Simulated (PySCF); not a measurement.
Working out the ionisation energy of Pd

Pd [Kr] 4d10 (1S) → Pd⁺ [Kr] 4d9 (2D). Calculation: PySCF 2.14, in cc-pVDZ-PP with ECP28MDF (4s4p3d1f, 38 functions); scalar relativity through the core potential. Frozen: 4s2 4p6. Energies in hartree (1 hartree = 27.21139 eV):

```csv
part,Pd (lower),Pd⁺ (upper)
UHF,-126.607155,-126.376248
MP2 opposite-spin,-0.174783,-0.132295
MP2 same-spin,-0.099138,-0.076085
```

What does Hartree-Fock give?

(-126.376248) − (-126.607155) = 0.230907 hartree = 6.283 eV.

What do MP2 and SCS-MP2 (6/5 opposite-spin, 1/3 same-spin) give?

The opposite-spin parts differ by 1.156 eV and the same-spin parts by 0.627 eV. MP2: 6.283 + (1.156) + (0.627) = 8.066 eV. SCS-MP2: 6.283 + 1.2 × (1.156) + (0.627)/3 = 7.879 eV.

Measured between the centres of the two terms (NIST): 8.512 eV, so MP2 (valence) is off by -0.446 eV.

A double-zeta basis recovers only part of the correlation energy.

What remains against the reference includes basis incompleteness, the frozen core and correlation beyond second order.
